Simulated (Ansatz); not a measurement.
Input file:

```yaml
crystal:
  periodic: [false, false, false]
  atoms:
    - { symbol: B, position_ang: [-0.094946, -0.0846, 0.010229] }
    - { symbol: Cl, position_ang: [0.022703, -1.296758, 1.320509] }
    - { symbol: H, position_ang: [0.852304, 0.585146, -0.217205] }
    - { symbol: "N", position_ang: [-1.271861, 0.041025, -0.701677] }
    - { symbol: H, position_ang: [-2.082802, -0.511342, -0.528051] }
    - { symbol: H, position_ang: [-1.375546, 0.703368, -1.4378] }
    - { symbol: Cl, position_ang: [0.035748, 0.56316, 4.663997] }
magnetization:
  spin_polarized: true
  initial_magnetization: 1
basis:
  gaussian: { orbitals: "6-31G*" }
hamiltonian:
  xc: hf
phonons: {}
```

Run as:

```bash
$ ansatz run input.yaml --threads 1 --pin off --max-ram 2048MiB --backend cpu --events-out ev --progress --plain --runs-dir out
```

Hardware: 1 thread of Arm Neoverse V1, on a shared host.

Q: Roughly how long does this run take, and how much memory?

A: 53 s, with a peak of 0.19 GiB, for 0 ionic steps.
